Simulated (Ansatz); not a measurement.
Molecule: CH₇Cl₂NSi₂, net charge 0, singlet state. SMILES: C[Si](Cl)(Cl)N[SiH3]
Structure (B3LYP-D3(BJ)/def2-TZVP (Ansatz, a quantum-chemistry and plane-wave program) minimum search):
```
Si
N 1 1.7074
H 2 1.0115 1 114.41
Si 2 1.7372 3 116.40 1 -168.37
H 4 1.4786 2 106.69 3 -178.92
H 4 1.4812 5 109.88 2 -119.70
H 4 1.4814 5 109.36 6 -118.60
C 1 1.8487 2 113.60 3 136.78
H 8 1.0902 1 110.45 2 179.57
H 8 1.0910 9 108.95 1 -120.98
H 8 1.0912 9 108.31 10 -118.12
Cl 1 2.0639 2 106.52 3 15.01
Cl 1 2.0722 2 111.12 3 -101.78
```
Charge 0, spin multiplicity 1.

Property: vertical ionisation energy (to the doublet state of charge +1; each state is the SCF solution reached for its spin), in eV. Cores are frozen in the correlated levels unless marked. Open shells are spin-unrestricted. Spin-orbit coupling is left out. Non-relativistic. CBS marks a two-point X^-3 extrapolation of the correlation energy; Hartree-Fock from the larger set. [CCSD(T)-MP2]/basis is that difference in the basis named.

RI-MP2/CBS(aug-cc-pV(T+d)Z,aug-cc-pV(Q+d)Z)+[CCSD(T)-MP2]/aug-cc-pV(T+d)Z (Ansatz) gives 10.30 eV.

Task: Another calculation gave 10.02 eV. Which level was it?
A. B2PLYP/def2-TZVPD (Ansatz)
B. r2SCAN/def2-TZVPD (Ansatz)
C. PBE0/def2-TZVPD (Ansatz)
D. wB97X-V/def2-TZVPD (Ansatz)

Result: A, B2PLYP/def2-TZVPD (Ansatz). The others give 9.62 (r2SCAN), 9.83 (PBE0), 10.15 (wB97X-V) eV.
